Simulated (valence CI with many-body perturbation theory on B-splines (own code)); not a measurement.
# Kr14+: key properties

Level of theory: relativistic CI+MBPT: four valence electrons over a frozen Dirac-Fock core [Ar], a basis of 7 s, 7 p, 8 d, 6 f, 4 g, 1 h functions for each j, with the one-electron correlation potential Σ1, the two-electron term Σ2, the three-electron term Σ3, Breit, model QED; selected CI, second order for the rest, scaled by the run's own slope (own B-spline code, finite nucleus).

No measured levels were compared; by estimate terms of the open shell hold to 2 to 4 % of their energy, and close levels can change places. The list stops below the first excitations out of the core. Only levels of the ground parity were solved; by the run's estimate the other parity begins above the list, which can be wrong where configurations are misplaced.

Rates and lifetimes use the calculated energies. Strong lines usually hold to 10 to 20 %, long lifetimes can be off by a factor of two.

Problem. What is the ground level?

Solution. 3d⁴ ⁵D_0, composition 94 % 3d⁴ ⁵D + 6 % 3d⁴ ³P.

Problem. How well does LS coupling describe the low levels?

Solution. Among the lowest 20 levels the leading LS term, summed over configurations, holds 84 % on average. For single configurations the figures are 84 % in LS and 58 % in jj coupling. Terms mix most in the J = 3 level at 75930 cm⁻¹, where the leading one holds 54 %.

Problem. What is the ionisation energy?

Solution. 491.24 eV; NIST lists 492 ± 5 eV (theoretical).

Problem. How is the term ⁵D of the ground level split?

Solution. J = 0 at 0.0, J = 1 at 2426, J = 2 at 5988, J = 3 at 10028, J = 4 at 14247 cm⁻¹.
